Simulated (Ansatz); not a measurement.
Gas-phase electronic energies from Ansatz, PBE0-D4/def2-TZVP geometries. CCSD(T)/CBS adds triple-zeta CCSD(T) − MP2 to the extrapolated MP2 energy (def2 sets, frozen cores). For Ge outer-core shells are correlated without core-valence functions, which leaves a few kJ/mol of doubt a bond. Scalar relativity is left out up to krypton. One conformer a species, not always the lowest.

Reaction (ligand exchange at a B–N bond): `B[N](C)[GeH3]` + `N[SiH]([SiH3])S` → `BN[SiH]([SiH3])S` + `C[NH][GeH3]`

`B[N](C)[GeH3]`:

Cartesian coordinates in Å:
```
B -1.426 0.382 0.756
N -0.250 0.150 0.054
C 0.175 0.977 -1.062
Ge 0.893 -1.253 0.487
H -1.722 -0.337 1.668
H -2.128 1.303 0.434
H -0.559 1.766 -1.236
H 0.272 0.389 -1.981
H 1.144 1.446 -0.865
H 1.035 -2.153 -0.755
H 0.294 -2.012 1.671
H 2.271 -0.657 0.829
```

`N[SiH]([SiH3])S`:

Cartesian coordinates in Å:
```
N -1.013 -1.396 0.876
Si -0.195 -0.589 -0.394
Si 0.040 1.685 0.106
S 1.787 -1.405 -0.671
H -0.683 -1.328 1.825
H -1.462 -2.281 0.705
H -1.006 -0.815 -1.621
H 0.978 2.315 -0.864
H 0.611 1.829 1.473
H -1.260 2.407 0.051
H 2.204 -0.420 -1.485
```

`BN[SiH]([SiH3])S`:

```xyz
13

B    -1.418   -1.391   -0.588
N    -0.235   -1.504    0.148
Si    0.767   -0.188    0.706
Si   -0.237    1.862    0.208
S     2.740   -0.275   -0.121
H    -1.820   -0.297   -0.875
H    -2.014   -2.373   -0.924
H     0.091   -2.439    0.358
H     1.042   -0.356    2.158
H     0.614    2.918    0.818
H    -0.265    2.062   -1.265
H    -1.615    1.972    0.753
H     2.350    0.008   -1.376
```

`C[NH][GeH3]`:

Cartesian coordinates in Å:
```
C 0.304 1.117 -0.792
N 0.250 -0.324 -0.640
Ge -0.483 -1.003 0.902
H 0.614 1.380 -1.808
H 0.982 1.629 -0.092
H -0.695 1.538 -0.646
H 1.132 -0.757 -0.876
H -0.353 -2.532 0.832
H -1.956 -0.565 0.930
H 0.206 -0.483 2.189
```

```csv
species,MP2/def2-QZVPP energy (Eh)
`B[N](C)[GeH3]`,-2198.19935
`N[SiH]([SiH3])S`,-1034.76723
`BN[SiH]([SiH3])S`,-1060.17497
`C[NH][GeH3]`,-2172.78594
```

Problem. Work out ΔE.

Solution. ΔE = (-1060.17497) + (-2172.78594) − (-2198.19935) − (-1034.76723) = 0.00567 Eh = +3.6 kcal/mol. CCSD(T)/CBS gives +3.3 kcal/mol.

Largest T1 diagnostic among the species: 0.013.

In def2-TZVPP, CCSD(T) changes the Hartree–Fock value by +1.3 kcal/mol (the triples alone add +0.2 kcal/mol) and MP2 by +1.6 kcal/mol.
